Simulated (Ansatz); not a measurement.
C$_{2}$H$_{6}$B$_{2}$, SMILES `CC1BB1`, 10 atoms. Charge 0, multiplicity 1. All runs use 2 threads of an Arm Neoverse V1 on a shared host. Correlated methods freeze the cores.

Task: How many basis functions does each run have, and how long does it take in Ansatz? direct RPA on PBE orbitals/def2-TZVPP energy; RHF-MP2/def2-QZVPP energy; RKS ωB97M-V/def2-SVP energy; RHF-CCSD(T)/def2-SVP energy; RKS B97M-V/def2-TZVPP energy; RKS ωB97M-V/def2-QZVPP energy; RKS PBE0-D4/def2-TZVP frequencies; RHF-CCSD(T)/def2-TZVPP energy; RKS PBE0-D4/def2-QZVPP energy; RKS LC-ωPBE/def2-TZVPP energy; RKS PBE0-D4/def2-TZVP relaxation (9 steps); RKS SPW92 (LDA)/def2-TZVPP energy. (An estimate is asked.)

Result: The calculation gave: Other jobs shared the machine, so times are rough.

```csv
level,job,functions,wall time,peak host memory (GiB)
RKS SPW92 (LDA)/def2-TZVPP,energy,208,1.4 s,0.2
RHF-CCSD(T)/def2-SVP,energy,86,2.8 s,0.3
RKS LC-ωPBE/def2-TZVPP,energy,208,2.9 s,0.29
RKS ωB97M-V/def2-SVP,energy,86,4.7 s,0.21
direct RPA on PBE orbitals/def2-TZVPP,energy,208,5.5 s,0.44
RKS PBE0-D4/def2-QZVPP,energy,408,8 s,0.93
RKS B97M-V/def2-TZVPP,energy,208,11 s,0.27
RKS ωB97M-V/def2-QZVPP,energy,408,20 s,1.2
RHF-MP2/def2-QZVPP,energy,408,22 s,2.2
RKS PBE0-D4/def2-TZVP,relaxation (9 steps),160,29 s,0.3
RHF-CCSD(T)/def2-TZVPP,energy,208,59 s,2.9
RKS PBE0-D4/def2-TZVP,frequencies,160,2 min,0.3
```

LC-ωPBE has ω = 0.4 bohr⁻¹.
